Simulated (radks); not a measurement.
Values are calculated unless marked as measured or tabulated.
The gadolinium ion Gd+, configuration [Xe] 4f7 5d1 6s1.

Level of theory: non-relativistic Kohn-Sham, BLYP, spin-polarised, spherical densities, point nucleus; open shells are filled with parallel spins first (spin-orbit coupling, left out, can overturn this in heavy ions); relativity is left out, which matters for an element this heavy (a radial shooting solver on a logarithmic mesh with Libxc functionals).

Energy parts (hartree):
part                       energy
total                 -10824.0953
kinetic                10821.3109
electron-nucleus      -25667.1218
Hartree                 4261.6008
exchange-correlation    -239.8853

Orbitals (lengths in bohr, moments of r in powers of bohr):
| orbital | occ. | eigenvalue (hartree) | <r> |
|---|---|---|---|
| 1s up | 1 | -1730.513 | 0.02370 |
| 1s down | 1 | -1730.513 | 0.02370 |
| 2s up | 1 | -275.7647 | 0.1009 |
| 2s down | 1 | -275.7596 | 0.1009 |
| 2p up | 3 | -262.3877 | 0.08558 |
| 2p down | 3 | -262.3845 | 0.08558 |
| 3s up | 1 | -61.04667 | 0.2607 |
| 3s down | 1 | -60.92562 | 0.2604 |
| 3p up | 3 | -55.08688 | 0.2504 |
| 3p down | 3 | -54.97629 | 0.2501 |
| 3d up | 5 | -43.97148 | 0.2223 |
| 3d down | 5 | -43.89082 | 0.2220 |
| 4s up | 1 | -12.30385 | 0.5875 |
| 4s down | 1 | -12.07115 | 0.5879 |
| 4p up | 3 | -9.97510 | 0.6012 |
| 4p down | 3 | -9.74388 | 0.6018 |
| 4d up | 5 | -5.82323 | 0.6359 |
| 4d down | 5 | -5.59534 | 0.6376 |
| 4f up | 7 | -0.76508 | 0.8149 |
| 4f down | 0 | -0.55932 | 0.8514 |
| 5s up | 1 | -1.85728 | 1.414 |
| 5s down | 1 | -1.75148 | 1.436 |
| 5p up | 3 | -1.22045 | 1.588 |
| 5p down | 3 | -1.13210 | 1.620 |
| 5d up | 1 | -0.34614 | 2.458 |
| 5d down | 0 | -0.29438 | 2.559 |
| 6s up | 1 | -0.33105 | 3.798 |

The highest occupied level is 6s up at -9.008 eV. The configuration is held as typed, so some empty levels lie below it. The electron density at the nucleus is 1.867e+05 e/bohr^3. Summed over all electrons, <r^2> = 60.58 bohr^2, which gives a Langevin (diamagnetic) susceptibility term of -48 x 10^-6 cm^3/mol. Virial ratio -V/T = 2.00026. The density falls to 0.001 e/bohr^3 at r = 4.63 bohr.
